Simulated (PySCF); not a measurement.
# Mass spectrum arithmetic for `C=CCO[Si@](N)(O)C#CC`

Species: `CC#C[Si@@](OCC=C)(N)O`.

Calculated for natural abundance.

Problem. Find the molar and monoisotopic masses of C6H11NO2Si.

Solution. For C6H11NO2Si, with standard atomic weights, 6 × 12.011 + 2 × 15.999 + 1 × 28.085 + 1 × 14.007 + 11 × 1.008 = 157.244 g/mol. From the most abundant isotopes (12C, 16O, 28Si, 14N, 1H), 6 × 12.000000 + 2 × 15.994915 + 1 × 27.976927 + 1 × 14.003074 + 11 × 1.007825 = 157.0559 u.

Problem. Give the isotope pattern of the molecular ion M+•, merging species of the same nominal mass.

Solution. 
```tsv
nominal mass	m/z (centroid)	relative intensity
157	157.0554	100.0
158	158.0570	12.1
159	159.0538	4.3
160	160.0566	0.3
```

Cut off at 0.1 %. One electron mass, 0.00055 u, is taken off.

Problem. What share of all molecules is the monoisotopic species?

Solution. 0.9893^6 × 0.99757^2 × 0.922297 × 0.99632 × 0.999885^11 = 85.62 %.

Problem. Which singly substituted isotopologues are there?

Solution. Intensity in % of the monoisotopic species:

| isotope | mass shift (u) | m/z | intensity (%) |
| --- | --- | --- | --- |
| 15N | +0.99703 | 158.0524 | 0.37 |
| 29Si | +0.99957 | 158.0549 | 5.08 |
| 13C | +1.00335 | 158.0587 | 6.49 |
| 17O | +1.00422 | 158.0596 | 0.08 |
| 2H | +1.00628 | 158.0616 | 0.13 |
| 30Si | +1.99684 | 159.0522 | 3.35 |
| 18O | +2.00425 | 159.0596 | 0.41 |

Species under 0.02 % are left out.

Problem. Give the mass fraction of each element.

Solution. C 45.83 %, O 20.35 %, Si 17.86 %, N 8.91 %, H 7.05 %.

Problem. Which m/z would the protonated, sodiated and deprotonated molecule have?

Solution. [M+H]+ 158.0632, [M+Na]+ 180.0451, [M−H]− 156.0486, for the monoisotopic species (arithmetic only; whether such ions form is another matter).

Problem. Protons, neutrons, electrons, and exact less nominal mass of the monoisotopic species?

Solution. 84 protons, 73 neutrons and 84 electrons; 157.0559 − 157 = +0.0559 u.
